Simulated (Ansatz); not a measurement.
Which level was it?

BI3 has 4 atoms, charge 0, and is taken as a singlet. As SMILES, `IB(I)I`. Geometry: relaxed at PBE0-D4/def2-TZVP.

```jsonl
{"atom": "I", "x (Å)": "-1.3085", "y (Å)": "-0.2952", "z (Å)": "1.6156"}
{"atom": "B", "x (Å)": "0.0139", "y (Å)": "-0.0151", "z (Å)": "-0.0051"}
{"atom": "I", "x (Å)": "1.8768", "y (Å)": "-1.0063", "z (Å)": "-0.0303"}
{"atom": "I", "x (Å)": "-0.5265", "y (Å)": "1.2563", "z (Å)": "-1.6005"}
```

A calculation with Ansatz 0.2.0 gave:

```yaml
total_energy: -917.9327 Eh
HOMO_energy: -6.15 eV
LUMO_energy: -3.14 eV
HOMO–LUMO_gap: 3.02 eV
```

**Question.** Which of these levels gave the numbers?
A. PBE/def2-SVP (core potential)
B. PBE0/def2-SVP (core potential)
C. wB97X/def2-SVP (core potential)
D. HF/3-21G

**Answer.** A. The others give -918.0137 Eh (PBE0/def2-SVP (core potential)), -918.1369 Eh (wB97X/def2-SVP (core potential)), -20686.5073 Eh (HF/3-21G).
